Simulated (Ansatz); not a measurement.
Coupled-cluster run, C4H3F3, SMILES `FC1=CC(F)(F)C1`.

```yaml
crystal:
  periodic: [false, false, false]
  atoms:
    - {symbol: F, position_ang: [1.129683, -1.764554, 1.197978]}
    - {symbol: C, position_ang: [0.447198, -0.877710, 0.515733]}
    - {symbol: C, position_ang: [-0.664909, -0.949877, -0.209412]}
    - {symbol: C, position_ang: [-0.552581, 0.515184, -0.506484]}
    - {symbol: F, position_ang: [-0.388909, 0.843757, -1.809890]}
    - {symbol: F, position_ang: [-1.563953, 1.290460, -0.047994]}
    - {symbol: C, position_ang: [0.743233, 0.580128, 0.341545]}
    - {symbol: H, position_ang: [-1.373869, -1.713844, -0.488624]}
    - {symbol: H, position_ang: [1.641782, 0.825919, -0.226550]}
    - {symbol: H, position_ang: [0.665524, 1.199237, 1.236597]}
basis:
  gaussian: {orbitals: def2-TZVPP}
correlation: {method: ccsd_t}
output: {orbitals: {seedname: orbitals}}
```

```sh
$ ansatz run in.yaml --threads 4 --pin off --events-out ev --progress --plain
```

Output of Ansatz, abridged:

```
Functional definition: HF
1650 factors; integrals over basis functions are off by at most 8.0e-4 eV
mean field evaluation 1: about -12286.1791 eV, gradient 4.2e1 eV
mean field evaluation 2: about -12286.5044 eV, gradient 4.3e1 eV
mean field evaluation 4: about -12290.4033 eV, gradient 4.6e0 eV
mean field evaluation 8: about -12290.4718 eV, gradient 3.0e-1 eV
mean field evaluation 16: about -12290.4723 eV, gradient 1.4e-6 eV
mean field -12290.47233225 eV, -451.6665274288 hartree, gradient 1.4e-6 eV, S^2 0.000000; 0 other end points of the search recorded, 0 dependent functions left out
7 core orbitals not correlated: weight in the atoms' cores, before any rotation towards them, 1.000 or more for the frozen orbitals, at most 0.000 for the correlated occupied ones
reference -12290.47233225 eV, -451.6665274288 hartree; 20, 20 occupied and 232, 232 virtual orbitals, 1650 factors
second order -37.22103387 eV of doubles, -0.00000000 eV of singles
cycle   1  -36.80332477 eV  change    4.2e-1 eV  update   1.2e-1
cycle   2  -37.59346618 eV  change   -7.9e-1 eV  update   3.8e-2
cycle   3  -37.78064312 eV  change   -1.9e-1 eV  update   1.8e-2
cycle   4  -37.76303809 eV  change    1.8e-2 eV  update   4.2e-3
cycle   5  -37.75977090 eV  change    3.3e-3 eV  update   1.8e-3
cycle   6  -37.76171924 eV  change   -1.9e-3 eV  update   5.4e-4
cycle   7  -37.76164541 eV  change    7.4e-5 eV  update   2.0e-4
cycle   8  -37.76145599 eV  change    1.9e-4 eV  update   6.5e-5
cycle   9  -37.76146229 eV  change   -6.3e-6 eV  update   3.0e-5
perturbative correction -1.45433579 eV, -0.0534458546 hartree
Total energy: -12329.68813033 eV, -453.1076814270 hartree
```

Run time 2.8 min (4 threads of a server CPU on a shared host); peak host memory 7 GiB.

MP2 recovers 94.9 % of the CCSD(T) correlation energy and the triples give 3.7 %; T1 = 0.0121.
